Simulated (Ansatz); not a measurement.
`OC(F)[TeH]` and `CC(O)F` differ in one atom or group.

Ansatz, PBE0-D4/def2-TZVP geometries, multiplicity 1. Each molecule was computed in one conformer, which needn't be the lowest.

Elements past krypton have def2 core potentials.

| property | `OC(F)[TeH]` |
| --- | --- |
| HOMO–LUMO gap (B3LYP/def2-TZVPP) / eV | 5.01 |
| HOMO energy (B3LYP/def2-TZVPP) / eV | -6.41 |
| LUMO energy (B3LYP/def2-TZVPP) / eV | -1.39 |
| HOMO energy (ωB97M-V/def2-TZVPP) / eV | -8.74 |
| size of the dipole moment (ωB97M-V/def2-TZVPP) / D | 0.75 |
| HOMO–LUMO gap (PBE/def2-TZVPP) / eV | 3.59 |

Task: Give the same properties after the change, and the shifts. (Best estimate.)

Result: Computed: 
```json
{"property": "HOMO–LUMO gap (B3LYP/def2-TZVPP) / eV", "`CC(O)F`": "9.29", "shift": "4.28"}
{"property": "HOMO energy (B3LYP/def2-TZVPP) / eV", "`CC(O)F`": "-8.66", "shift": "-2.25"}
{"property": "LUMO energy (B3LYP/def2-TZVPP) / eV", "`CC(O)F`": "0.62", "shift": "2.01"}
{"property": "HOMO energy (ωB97M-V/def2-TZVPP) / eV", "`CC(O)F`": "-11.35", "shift": "-2.61"}
{"property": "size of the dipole moment (ωB97M-V/def2-TZVPP) / D", "`CC(O)F`": "1.63", "shift": "0.88"}
{"property": "HOMO–LUMO gap (PBE/def2-TZVPP) / eV", "`CC(O)F`": "7.32", "shift": "3.73"}
```

With PBE0 the HOMO falls by 2.28 eV and the LUMO rises by 2.17 eV, so the gap widens by about 4.45 eV. PBE moves the HOMO by -1.62 eV and ωB97M-V by -2.61 eV. The zero-point energy changes by 83.0 kJ/mol with +6 modes. Dipoles are sizes alone; their direction can turn.

B3LYP here is the variant with VWN-RPA as its local correlation; programs differ in this.

Spin–orbit coupling is left out; it splits and shifts lone-pair levels of the heavy atoms by tenths of an eV.
